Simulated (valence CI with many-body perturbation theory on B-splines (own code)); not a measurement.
## E1 line list for Pr26+

Calculated by valence CI with perturbative core correlation (CI+MBPT): five valence electrons over a frozen Dirac-Fock core [Ar] 3d10, radial functions for each j: 11 s, 11 p, 10 d, 8 f, 5 g, 2 h, with the one-electron correlation potential Σ1, the two-electron term Σ2, the three-electron term Σ3, Breit, model QED; selected CI, second order for the rest, scaled by the run's own slope (own B-spline code, finite nucleus).

No measured spectrum was set against this ion. As an estimate, large intervals hold to a few tenths of a per cent, small ones and those within an open d or f shell to about a per cent. Among the levels kept, up to 2000 cm⁻¹ of a level comes from second order outside the variational space, and about a tenth of that is noise between levels of different J, which matters for small intervals.

Lines 1 to 50 of 549 in falling wavelength, among levels below 2262000 cm⁻¹, chosen from the strongest by gf and those to the six lowest levels. Wavelengths and rates use the calculated energies. Electric multipoles are in the length gauge, E1 and E2 with the static RPA response of the core. Weak lines are less certain than strong ones. Lines between different terms over intervals too small for the method are left out, as are lines whose strength nearly cancels.

Levels are named by their leading jj configuration (3d3/2^4 stands for four electrons in 3d with j = 3/2), which in mixed levels can hold well under half, so a name can repeat and another be missing. Letters in brackets count levels of one name in rising energy.

```csv
λ vac (nm),Upper,Lower,A (s⁻¹),log gf,Branch %
33.20,(4s 4p1/2^2 4p3/2^2) J=3/2,(4s^2 4p3/2^3) J=3/2,9.80e+07,-2.19,0.2
31.85,(4s 4p1/2^2 4p3/2^2) J=1/2,(4s^2 4p3/2^3) J=3/2,6.85e+07,-2.68,0.1
25.77,(4s^2 4p1/2^2 4d3/2) J=3/2,(4s^2 4p3/2^3) J=3/2,1.24e+08,-2.31,0.3
22.36,(4s 4p1/2 4p3/2^3) J=3/2,(4s^2 4p3/2^3) J=3/2,1.52e+08,-2.34,0.3
21.76,(4s 4p1/2^2 4p3/2^2) J=5/2,(4s^2 4p1/2 4p3/2^2) J=5/2,2.39e+09,-0.99,16.7
21.31,(4s 4p1/2^2 4p3/2 4d5/2) J=9/2,(4s^2 4p1/2 4p3/2 4d5/2) J=7/2 [a],3.59e+09,-0.61,64.9
21.22,(4s 4p1/2 4p3/2^2 4d3/2) J=7/2 [c],(4s^2 4p3/2^2 4d3/2) J=7/2,3.16e+09,-0.77,0.9
21.22,(4s 4p1/2 4p3/2^2 4d5/2) J=11/2,(4s^2 4p3/2^2 4d5/2) J=9/2,4.72e+09,-0.42,27.9
20.70,(4s 4p1/2 4p3/2^3) J=5/2,(4s^2 4p3/2^3) J=3/2,4.34e+09,-0.78,17.1
20.68,(4s 4p1/2 4p3/2^2 4d5/2) J=9/2 [c],(4s^2 4p3/2^2 4d5/2) J=7/2,2.86e+09,-0.74,20.3
20.41,(4s 4p1/2^2 4p3/2^2) J=5/2,(4s^2 4p1/2 4p3/2^2) J=3/2,4.64e+09,-0.76,32.4
19.73,(4s 4p1/2^2 4p3/2^2) J=1/2,(4s^2 4p1/2 4p3/2^2) J=1/2,8.01e+09,-1.03,16.1
19.18,(4s 4p1/2 4p3/2^3) J=1/2,(4s^2 4p3/2^3) J=3/2,2.71e+09,-1.52,3.8
19.02,(4s^2 4p1/2 4p3/2 4d3/2) J=3/2 [a],(4s^2 4p3/2^3) J=3/2,2.73e+09,-1.23,7.5
18.77,(4s 4p1/2^2 4p3/2^2) J=3/2,(4s^2 4p1/2 4p3/2^2) J=5/2,6.22e+09,-0.88,13.8
18.50,(4s 4p1/2^2 4p3/2 4d3/2) J=3/2 [a],(4s 4p1/2 4p3/2^3) J=5/2,8.93e+09,-0.74,23.5
18.11,(4s 4p1/2 4p3/2^2 4d5/2) J=9/2 [d],(4s^2 4p3/2^2 4d5/2) J=9/2,4.56e+09,-0.65,9.9
18.01,(4s 4p1/2^2 4p3/2 4d5/2) J=7/2 [b],(4s^2 4p1/2 4p3/2 4d5/2) J=9/2,6.98e+09,-0.57,15.5
17.90,(4s 4p1/2^2 4p3/2 4d3/2) J=3/2 [b],(4s 4p1/2 4p3/2^3) J=5/2,1.04e+10,-0.70,18.5
17.88,(4s^2 4p1/2 4p3/2 4d3/2) J=5/2 [a],(4s^2 4p3/2^3) J=3/2,1.61e+08,-2.33,2.6
17.76,(4s 4p1/2^2 4p3/2^2) J=3/2,(4s^2 4p1/2 4p3/2^2) J=3/2,2.05e+09,-1.41,4.6
17.20,(4s^2 4p1/2 4p3/2 4d3/2) J=1/2 [a],(4s^2 4p3/2^3) J=3/2,1.29e+09,-1.94,1.8
16.64,(4s^2 4p1/2 4p3/2 4d3/2) J=3/2 [b],(4s^2 4p3/2^3) J=3/2,3.54e+09,-1.23,2.0
16.14,(4s^2 4p1/2^2 4d3/2) J=3/2,(4s^2 4p1/2 4p3/2^2) J=5/2,9.16e+08,-1.84,2.0
15.62,(4s 4p1/2 4p3/2^3) J=3/2,(4s^2 4p1/2 4p3/2^2) J=1/2,5.85e+08,-2.07,1.3
15.49,(4s^2 4p1/2 4p3/2 4d5/2) J=5/2 [a],(4s^2 4p3/2^3) J=3/2,1.06e+09,-1.64,0.5
15.29,(4s^2 4p1/2 4p3/2 4d5/2) J=3/2 [a],(4s^2 4p3/2^3) J=3/2,7.63e+08,-1.97,0.2
15.18,(4s 4p1/2 4p3/2^2 4d5/2) J=9/2 [a],(4s^2 4p1/2 4p3/2 4d5/2) J=7/2 [a],8.00e+09,-0.56,53.6
14.81,(4s 4p1/2 4p3/2^2 4d5/2) J=9/2 [b],(4s^2 4p1/2 4p3/2 4d5/2) J=7/2 [a],9.29e+09,-0.51,65.8
14.73,(4s 4p1/2 4p3/2^3) J=3/2,(4s^2 4p1/2 4p3/2^2) J=5/2,2.05e+09,-1.57,4.4
14.73,(4s 4p1/2^2 4p3/2^2) J=5/2,(4s^2 4p1/2^2 4p3/2) J=3/2,7.27e+09,-0.85,50.8
14.70,(4s 4p1/2 4p3/2^2 4d5/2) J=11/2,(4s^2 4p1/2 4p3/2 4d5/2) J=9/2,1.22e+10,-0.32,72.1
14.69,(4s 4p1/2 4p3/2^2 4d5/2) J=9/2 [c],(4s^2 4p1/2 4p3/2 4d5/2) J=9/2,6.96e+09,-0.65,49.5
14.69,(4s^2 4p1/2 4p3/2 4d3/2) J=5/2 [b],(4s^2 4p3/2^3) J=3/2,7.80e+08,-1.82,0.2
14.64,(4s 4p1/2 4p3/2^2 4d3/2) J=7/2 [c],(4s^2 4p1/2 4p3/2 4d3/2) J=5/2 [b],7.04e+09,-0.74,1.9
14.49,(4s^2 4p1/2 4p3/2 4d3/2) J=3/2 [c],(4s^2 4p3/2^3) J=3/2,2.68e+09,-1.47,0.6
14.25,(4s 4p1/2^2 4p3/2 4d3/2) J=3/2 [c],(4s^2 4p1/2^2 4d3/2) J=3/2,1.78e+10,-0.67,45.1
14.10,(4s 4p1/2 4p3/2^3) J=3/2,(4s^2 4p1/2 4p3/2^2) J=3/2,2.97e+10,-0.45,64.3
14.07,(4s 4p1/2^2 4p3/2 4d5/2) J=7/2 [a],(4s^2 4p1/2^2 4d5/2) J=5/2,7.38e+09,-0.76,8.4
14.07,(4s^2 4p1/2^2 4d5/2) J=5/2,(4s^2 4p1/2 4p3/2^2) J=3/2,7.49e+08,-1.88,1.1
14.04,(4p1/2 4p3/2^4) J=1/2,(4s^2 4p1/2 4p3/2 4d3/2) J=3/2 [a],3.08e+10,-0.74,43.8
14.00,(4s 4p1/2 4p3/2^3) J=1/2,(4s^2 4p1/2 4p3/2^2) J=1/2,1.42e+10,-1.08,19.8
13.99,(4s 4p1/2 4p3/2^3) J=5/2,(4s^2 4p1/2 4p3/2^2) J=5/2,2.01e+10,-0.45,79.5
13.98,(4s 4p3/2^3 4d5/2) J=9/2,(4s^2 4p3/2^2 4d5/2) J=9/2,3.09e+10,-0.04,37.0
13.95,(4s 4p1/2 4p3/2^2 4d5/2) J=3/2 [b],(4s^2 4p1/2 4p3/2 4d3/2) J=5/2 [b],1.58e+10,-0.73,5.1
13.91,(4s^2 4p1/2 4p3/2 4d3/2) J=3/2 [a],(4s^2 4p1/2 4p3/2^2) J=1/2,2.97e+09,-1.46,8.2
13.79,(4s 4p3/2^3 4d3/2) J=7/2,(4s^2 4p3/2^2 4d3/2) J=7/2,1.34e+10,-0.52,4.2
13.76,(4s 4p3/2^3 4d5/2) J=9/2,(4s^2 4p3/2^2 4d5/2) J=7/2,1.79e+10,-0.29,21.5
13.71,(4s^2 4p1/2 4p3/2 4d5/2) J=3/2 [b],(4s^2 4p3/2^3) J=3/2,9.47e+08,-1.97,0.6
13.71,(4s 4p1/2 4p3/2^2 4d5/2) J=3/2 [a],(4s^2 4p1/2 4p3/2 4d5/2) J=5/2 [a],1.63e+10,-0.74,6.6
```
